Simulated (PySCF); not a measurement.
Vertical excitation energies

Species: Nb(NMe)(NH2)3, CH9N4Nb (singlet state).
SMILES: `C[N]=[Nb]([NH2])([NH2])[NH2]`

Theory: PySCF 2.14.0, density-fitted response routines, TDDFT PBE0/def2-SVPD, vertical, gas phase, core orbitals frozen in the response, def2 core potentials past Kr. Isolated species at its PBE0-D3(BJ)/def2-SVP geometry, gas phase. Spin–orbit coupling is left out.

What does the calculation give for the low-lying excited states?

| state | E (eV) | λ (nm) | f | main configurations (H = HOMO, L = LUMO) |
| --- | --- | --- | --- | --- |
| S1 | 4.96 | 250.2 | 0.0010 | H-1→L (35%), H-2→L+2 (33%), H-1→L+1 (18%) |
| S2 | 5.14 | 241.1 | 0.0011 | H-2→L+2 (34%), H-1→L (22%), H-2→L+1 (11%) |
| S3 | 5.15 | 240.5 | 0.0015 | H-1→L+2 (34%), H-2→L (29%), H-2→L+2 (10%) |
| S4 | 5.34 | 232.4 | 0.033 | H→L (51%), H→L+1 (24%) |
| S5 | 5.38 | 230.4 | 0.033 | H→L+2 (68%) |
| S6 | 5.48 | 226.2 | 0.010 | H→L+3 (42%), H→L+1 (31%), H→L (19%) |
| S7 | 5.56 | 223.0 | 0.0032 | H→L+3 (48%), H→L+1 (24%), H→L (14%) |
| S8 | 5.63 | 220.3 | 0.025 | H-1→L+3 (62%), H-1→L+1 (12%) |
| S9 | 5.64 | 219.7 | 0.020 | H-2→L+3 (71%) |
| S10 | 5.68 | 218.3 | 0.069 | H-1→L+2 (30%), H-2→L (16%), H-2→L+1 (15%) |

Triplets, Tamm–Dancoff:

| state | E (eV) | λ (nm) | main configurations (H = HOMO, L = LUMO) |
| --- | --- | --- | --- |
| T1 | 4.30 | 288.4 | H-1→L+2 (29%), H-2→L (27%), H-2→L+1 (12%) |
| T2 | 4.57 | 271.1 | H-1→L+2 (18%), H-1→L+1 (18%), H-2→L+2 (18%) |
| T3 | 4.58 | 270.7 | H-1→L+2 (25%), H-1→L (21%), H-2→L+2 (18%) |
| T4 | 4.81 | 257.8 | H→L (50%), H→L+1 (32%) |

The lowest singlet lies at 4.96 eV (250 nm, ultraviolet) and is very weak; its leading configuration is HOMO-1→LUMO (35%). The most intense listed level is S10 at 5.68 eV (218 nm, f = 0.069), 0.72 eV above S1. It is the last of those listed, so stronger ones may follow. For S1 the Löwdin share of niobium is 17% in HOMO-1 and 56% in LUMO. The listed states span 0.72 eV. Weighted by f, the mean energy of these states is 5.54 eV. Orbital energies (eV): HOMO-3 -7.77, HOMO-2 -6.79, HOMO-1 -6.78, HOMO -6.65, LUMO 0.02, LUMO+1 0.03, LUMO+2 0.06. No computed singlet lies in the visible range (380 to 750 nm); the lowest, at 250 nm, stands 1.69 eV above its violet end (3.26 eV). The vertical ionisation energy (ΔSCF) is 8.32 eV, 2.64 eV above S10. Only the lowest 10 singlets were computed, as vertical energies without vibronic structure.

The run took 4.1 min (with the writing of density and orbital grids) on Arm Neoverse V1, one thread, shared host, and the process peaked at 1.0 GiB of memory.
